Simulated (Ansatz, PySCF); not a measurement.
This PySCF input computes a B3LYP/def2-TZVPD energy:

```python
from pyscf import gto, scf, dft

mol = gto.M(
    atom='''
    Si    0.84518652    0.42560736   -0.43148885
    C     2.30126450   -0.64793138    0.00561617
    F     0.81453282    1.65440861    0.61068842
    N    -0.56852443   -0.52079691   -0.42287930
    Si   -2.13537392   -0.68470175    0.26400196
    H     0.93267578    1.03219073   -1.77755671
    H     2.41872100   -1.45003187   -0.72372072
    H     3.21266897   -0.04703364    0.01934592
    H     2.17104423   -1.09386178    0.99299260
    H    -2.25772017   -0.14195532    1.63897990
    H    -2.54240481   -2.10856556    0.26933206
    H    -3.03107259    0.08006787   -0.64429406
    ''',
    basis='def2-tzvpd',
    charge=0,
    spin=1,
    verbose=4,
)

mf = dft.UKS(mol, xc='b3lyp').density_fit(auxbasis='def2-universal-jkfit')
mf.grids.level = 3
mf.conv_tol = 1e-9
mf.max_cycle = 100
mf.max_memory = 1500
mf.kernel()
if not mf.converged:
    mf = mf.newton()
    mf.kernel(mf.make_rdm1())
for _ in range(2):
    mo, _, stable, _ = mf.stability(return_status=True)
    if stable:
        break
    mf.kernel(mf.make_rdm1(mo, mf.mo_occ))
mf.analyze()
```

### Question
Write an input for the same energy in Ansatz (an electronic-structure program) and say what it gives.

### Answer

Ansatz 0.2 input:
```yaml
crystal:
  periodic: [false, false, false]
  atoms:
    - {symbol: Si, position_ang: [0.84518652, 0.42560736, -0.43148885]}
    - {symbol: C, position_ang: [2.30126450, -0.64793138, 0.00561617]}
    - {symbol: F, position_ang: [0.81453282, 1.65440861, 0.61068842]}
    - {symbol: N, position_ang: [-0.56852443, -0.52079691, -0.42287930]}
    - {symbol: Si, position_ang: [-2.13537392, -0.68470175, 0.26400196]}
    - {symbol: H, position_ang: [0.93267578, 1.03219073, -1.77755671]}
    - {symbol: H, position_ang: [2.41872100, -1.45003187, -0.72372072]}
    - {symbol: H, position_ang: [3.21266897, -0.04703364, 0.01934592]}
    - {symbol: H, position_ang: [2.17104423, -1.09386178, 0.99299260]}
    - {symbol: H, position_ang: [-2.25772017, -0.14195532, 1.63897990]}
    - {symbol: H, position_ang: [-2.54240481, -2.10856556, 0.26933206]}
    - {symbol: H, position_ang: [-3.03107259, 0.08006787, -0.64429406]}
basis:
  gaussian:
    orbitals: def2-TZVPD
hamiltonian:
  xc: {name: B3LYP}
magnetization: {spin_polarized: true, initial_magnetization: 1}
output: {forces: true}
```
It gives -776.10793 Eh, and PySCF -776.10804 Eh, a difference of 0.11 mEh, from the treatment of integrals and grids.

It need not be the lowest isomer of its formula.
